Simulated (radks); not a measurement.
Q: All-electron atom: Yb II in [Xe] 4f14 6s1. All-electron calculation, scalar-relativistic Kohn-Sham, PBE, spin-polarised, spherical densities, point nucleus; open shells are filled with parallel spins first (spin-orbit coupling, left out, can overturn this in heavy ions). Program: a radial shooting solver on a logarithmic mesh with Libxc functionals. Some entries of the table are withheld. Estimate them.

orbital,occ.,eigenvalue (hartree),<r^2> (bohr^2)
1s up,1,-2250.990,0.0005297
1s down,1,-2250.989,0.0005297
2s up,1,-381.5738,0.008208
2s down,1,-381.5736,0.008208
2p up,3,-336.2906,0.006714
2p down,3,-336.2904,0.006714
3s down,1,-86.19532,0.05367
3s up,1,-86.19516,0.05367
3p down,3,-72.54749,0.05419
3p up,3,-72.54732,0.05419
3d down,5,-55.94433,0.04510
3d up,5,-55.94425,0.04510
4s down,1,-17.15439,0.2688
4s up,1,-17.15403,0.2688
4p down,3,-12.67594,0.3057
4p up,3,-12.67565,0.3057
4d down,5,-6.78452,0.3644
4d up,5,-6.78439,0.3645
5s up,1,-2.26872,1.648
5s down,1,-2.26623,1.644
5p up,3,-1.25894,2.404
5p down,3,-1.25360,2.381
4f up,7,-0.35748,(1)
4f down,7,-0.35628,(2)
6s up,1,-0.35378,14.00
6s down,0,-0.32044,13.50
5d up,0,(3),9.778
5d down,0,(4),8.873
6p up,0,-0.21374,24.13

A: 
(1) 4f up <r^2> (bohr^2): 0.8711
(2) 4f down <r^2> (bohr^2): 0.8503
(3) 5d up eigenvalue (hartree): -0.24692
(4) 5d down eigenvalue (hartree): -0.22305
